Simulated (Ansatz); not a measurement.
The cluster YCu₄⁺, relaxed as a singlet with RKS r2SCAN-D4/def2-SVP in Ansatz, starting from the GFN2-xTB geometry. Force threshold 0.02 eV/Å.

In the def2 sets Y takes a core potential; there is no spin–orbit coupling. The relaxation made no stability test and no search for a lower SCF solution. No other spin state of charge 1 was run. The structure comes from a short search, and lower isomers may exist.

Start:

```xyz
5

Y    -1.599    0.315   -1.502
Cu   -0.979    1.681    0.922
Cu    2.306   -2.963   -0.969
Cu    0.520   -1.586   -1.361
Cu   -0.248    2.553    2.910
```

(1) Estimate the energy that the relaxation releases and the steps that it takes.

(2) Does the start keep its bonding and symmetry?

(3) Predict the relaxed structure.

Results:

(1) 91.9 kcal/mol, in 19 steps; 100 s on 4 threads of Arm Neoverse V2 on a shared host. No frequencies were taken in this run, so the end may be a saddle point.

(2) Bonds formed: Y1–Cu3, Y1–Cu5, Cu3–Cu5 (atoms count from 1). The end is the same structure that another start reached. Point group C2v at the start, C2v at the end, both within 0.05 Å.

(3) 
```xyz
5

Y    -0.861    0.171   -0.810
Cu   -1.339    2.117    0.971
Cu    1.265   -1.060    0.211
Cu    0.462   -1.942   -1.799
Cu    0.474    0.713    1.426
```
Bond lengths (bridged metal pairs left out): 4 × Cu–Y 2.66 to 2.68 Å; 3 × Cu–Cu 2.29 to 2.34 Å.
